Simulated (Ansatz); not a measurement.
One elementary step

Start structure (ZnNH$_{4}$ClO, closed shell), relaxed at PBE0-D4/def2-TZVP:

```tsv
atom	x (Å)	y (Å)	z (Å)
Zn1	-0.6511	0.1728	-0.7823
N2	1.0571	-0.5653	-0.5869
Cl3	-2.6010	0.7118	-1.4072
H4	0.4241	0.0515	1.2858
O5	-0.3313	0.6676	1.3623
H6	1.1868	-1.4631	-1.0366
H7	1.8036	0.0276	-0.9315
H8	-0.8882	0.3972	2.0965
```

The step: ZnNH₂Cl ([NH2][Zn][Cl]) + H₂O → ZnHClO ([OH][Zn][Cl]) + NH₃ (still joined by a long Zn–N bond); bonds formed: N2–H4; dative contacts that become bonds: Zn1–O5; bonds broken: H4–O5; bonds weakened to dative contacts: Zn1–N2. Computed with Ansatz 0.2.0 (basis: def2-TZVPP and def2-QZVPP); correlated methods freeze the cores. The 3s and 3p shells of Cu and Zn are frozen; filled d shells are correlated. Extrapolation: Hartree–Fock as exp(−7.88 √X), correlation as X^−2.97. Energies below are by CCSD(T) at an estimated basis limit (MP2 extrapolated from triple and quadruple zeta, plus CCSD(T) − MP2 in triple zeta).

Problem. What are the electronic barrier and the energy of the step, from the start structure to the end structure? (Judge from chemistry; the value comes from the calculation.)

Solution. Computed: Barrier 6.25 kcal/mol; step energy -15.15 kcal/mol (downhill); reverse barrier, their difference, 21.40 kcal/mol. Barrier and step energy count from the start structure, the reverse barrier from the end structure.

The saddle point: One imaginary mode of 1011i cm⁻¹.
| pair | start (Å) | saddle (Å) | end (Å) |
| --- | --- | --- | --- |
| Zn1–O5 | 2.22 | 2.03 | 1.81 |
| N2–H4 | 2.07 | 1.35 | 1.02 |
| Zn1–N2 | 1.87 | 1.96 | 2.13 |
| H4–O5 | 0.98 | 1.18 | 2.62 |

Zero-point energy (harmonic, PBE0-D4): ZPE is 32.13 kcal/mol at the start and 30.11 kcal/mol at the saddle, so the barrier goes from 6.25 to 4.23 kcal/mol.

No T1 diagnostic of these runs exceeds 0.014.

The step is the kind of ligand exchange by which a precursor binds to a hydroxyl group, or is hydrolysed, in atomic layer deposition of oxides.

Labels in which every atom is bracketed show which atoms are joined, not bond orders.

For scale, one of the runs: CCSD(T)/def2-TZVPP, 224 basis functions, launched by `ansatz run in.yaml --threads 8 --pin off --events-out ev --progress --plain --max-ram 19148MiB`. Time: 23 s of wall clock on 8 CPU threads of an Intel Xeon 6975P-C; the host was shared. Peak host memory: 3.9 GiB.
